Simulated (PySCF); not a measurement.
Hg⁶³⁺: ionisation energy

Hg⁶³⁺ [Ne] 3s2 3p5 [3p1/2^2 3p3/2^3, M_J = 3/2] → Hg⁶⁴⁺ [Ne] 3s2 3p4 [3p1/2^2 3p3/2^2, M_J = 2], as a difference of total energies. All numbers are calculated (PySCF 2.14, the two-component X2C-1e Hamiltonian, in an uncontracted even-tempered set (17 s from 21 bohr⁻², ratio 2.4; 14 p from 27 bohr⁻², ratio 2.4; 4 d from 95 bohr⁻², ratio 2.6; 4 f from 140 bohr⁻², ratio 2.6)). Correlated levels: 1s2 frozen; the 46 highest virtual spinors dropped. "Screened" scales the spin-orbit matrix elements by Boettger's factors to mimic the two-electron term; Breit and QED terms are absent.

```
                    method  ionisation energy (eV)
           GHF (spin-free)                  7214.3
          GMP2 (spin-free)                  7215.6
 GHF (screened spin-orbit)                  7070.6
GMP2 (screened spin-orbit)                  7071.8
```

Breit and QED terms and the two-electron picture change are absent.

The spin-free rows relax to the high-spin LS determinant and lack the spin-orbit shift.

The labels give the starting determinants; with spin-orbit coupling the two ends relaxed to ⟨J²⟩ = 3.75, ⟨L²⟩ = 2.07, ⟨S²⟩ = 0.82 and ⟨J²⟩ = 6.00, ⟨L²⟩ = 3.33, ⟨S²⟩ = 1.41.

For comparison: 7066 ± 19 eV (theoretical estimate listed by NIST; NIST Atomic Spectra Database, ionization energies).
